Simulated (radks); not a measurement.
Spherical quantum dot in the effective-mass picture: electrons in a hard-walled sphere of radius 2.29, with a point charge +1 (a donor) at the centre, all in effective atomic units (hartree* = m*/eps^2 hartree, bohr* = eps/m* bohr), one dielectric constant everywhere. Calculated with a radial shooting solver with Libxc functionals: non-relativistic Kohn-Sham, exchange-only LDA, spin-polarised, spherical densities. Levels are named by radial order and angular momentum (1s, 1p, 1d, 2s, ...), and open shells are averaged over m. Results are scaled to m* = 0.226 and eps = 4.1, for which hartree* = 365.8 meV and bohr* = 0.96 nm.

N = 26, configuration 1s2 1p6 1d10 2s2 1f(up 6, down 0). This is the lowest configuration that the search found. Occupied and some empty levels:

| level | occupation | eigenvalue (meV) | <r> (nm) |
|---|---|---|---|
| 1s up | 1 | 5580.8 | 1.382 |
| 1s down | 1 | 5625.3 | 1.368 |
| 1p up | 3 | 5799.0 | 1.489 |
| 1p down | 3 | 5849.1 | 1.484 |
| 1d up | 5 | 6138.5 | 1.554 |
| 1d down | 5 | 6191.6 | 1.552 |
| 2s up | 1 | 6581.9 | 0.9354 |
| 1f up | 6 | 6590.1 | 1.604 |
| 2s down | 1 | 6600.7 | 0.9414 |
| 1f down | 0 | 6644.9 | 1.603 |
| 1g up | 0 | 7145.1 | 1.645 |
| 1g down | 0 | 7201.0 | 1.644 |
| 2p up | 0 | 7330.6 | 1.137 |
| 2p down | 0 | 7356.3 | 1.137 |
| 2d up | 0 | 8092.4 | 1.250 |
| 2d down | 0 | 8123.7 | 1.248 |

Energy (meV): total 90512.1, kinetic 31646, external -6954.5, Hartree 72107, exchange-correlation -6286.5.

Electron density:

| r (nm) | n(r) (e/nm^3) |
|---|---|
| 0.0613 | 2.066 |
| 0.226 | 1.450 |
| 0.390 | 1.010 |
| 0.554 | 0.7141 |
| 0.718 | 0.5515 |
| 0.882 | 0.5202 |
| 1.05 | 0.6134 |
| 1.21 | 0.7973 |
| 1.37 | 0.9905 |
| 1.54 | 1.067 |
| 1.70 | 0.9136 |
| 1.87 | 0.5444 |
| 2.03 | 0.1574 |
| 2.20 | 0.0001386 |
